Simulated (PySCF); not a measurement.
# Spin-rotation constants: `C[As](C)[C@@H]1C[C@H]1O`, C5H11AsO

Geometry:
| atom | x (Å) | y (Å) | z (Å) |
| --- | --- | --- | --- |
| C1 | 1.242 | 2.064 | -0.506 |
| As2 | 0.580 | 0.696 | 0.755 |
| C3 | 2.056 | -0.591 | 0.480 |
| C4 | -0.666 | -0.152 | -0.499 |
| C5 | -2.125 | 0.224 | -0.484 |
| C6 | -1.699 | -1.117 | 0.011 |
| O7 | -2.054 | -2.227 | -0.752 |
| H8 | 0.470 | 2.810 | -0.686 |
| H9 | 1.519 | 1.609 | -1.456 |
| H10 | 2.113 | 2.569 | -0.090 |
| H11 | 2.237 | -0.750 | -0.583 |
| H12 | 1.815 | -1.547 | 0.943 |
| H13 | 2.971 | -0.216 | 0.938 |
| H14 | -0.262 | -0.388 | -1.481 |
| H15 | -2.466 | 0.947 | 0.245 |
| H16 | -2.653 | 0.251 | -1.425 |
| H17 | -1.738 | -1.292 | 1.089 |
| H18 | -1.349 | -2.883 | -0.709 |

Level of theory: GIAO BHandHLYP/pcSseg-1 magnetisability, rotational g tensor and spin-rotation constants, non-relativistic, gas phase (PySCF). Geometry: GFN2-xTB.

The calculation is non-relativistic, which matters for the atoms heavier than Zn.

(1) Give the nuclear spin-rotation constants along the inertial axes (H = +C I·J) beside the isotropic shieldings.

(2) How do the rotational constants and the g tensor change when H8, H9, H10, H11, H12, H13, H14, H15, H16, H17, H18 are replaced by deuterium?

Answers

(1) Rotational constants 3.3218, 1.0686, 0.9365 GHz. A star marks the isotopologue with that one atom substituted, in its own axes.
```csv
atom,isotope,Caa (kHz),Cbb (kHz),Ccc (kHz),mean (kHz),σ (ppm)
As2,75As,4.727,1.670,1.420,2.606,1442.2
H8,1H,-0.354,0.015,-0.103,-0.147,30.7
H9,1H,-0.358,-0.112,0.005,-0.155,31.0
H10,1H,0.049,-0.117,-0.105,-0.058,30.9
H11,1H,-0.377,-0.118,0.015,-0.160,31.0
H12,1H,-0.227,-0.045,-0.088,-0.120,30.8
H13,1H,0.021,-0.106,-0.107,-0.064,30.9
H14,1H,-0.372,-0.128,0.013,-0.163,31.5
H15,1H,-0.342,-0.067,-0.045,-0.151,31.4
H16,1H,-0.254,-0.067,-0.061,-0.127,30.7
H17,1H,-0.343,-0.083,0.018,-0.136,28.5
H18,1H,-0.426,0.004,-0.109,-0.177,30.7
C1,13C*,0.470,0.148,0.122,0.246,171.9
C4,13C*,0.512,0.197,0.119,0.276,160.4
C5,13C*,0.376,0.199,0.099,0.225,172.8
C6,13C*,0.545,0.260,0.159,0.322,134.2
O7,17O*,-0.328,-0.090,-0.082,-0.166,286.2
```
For the geometry as given, no vibrational averaging.

(2) Constants 2.5966, 0.9550, 0.8251 GHz; g 0.0064, -0.0052, -0.0009, against 0.0088, -0.0058, -0.0011 before.
